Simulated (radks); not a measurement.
Removal energies from the selenium ion Se3+, [Ar] 3d10 4s2 4p1, by Delta-SCF beside the eigenvalue of the level emptied. Calculated with a radial shooting solver on a logarithmic mesh with Libxc functionals: non-relativistic Kohn-Sham, PBE, spin-polarised, spherical densities, point nucleus. Open shells are filled with parallel spins first.

removed from	final configuration	Delta-SCF (eV)	-eigenvalue (eV)
4p	[Ar] 3d10 4s2	42.434	36.956
4s	[Ar] 3d10 4s1 4p1	53.768	47.781
3d	[Ar] 3d9 4s2 4p1	104.07	90.557
3p	[Ne] 3s2 3p5 3d10 4s2 4p1	201.43	187.60
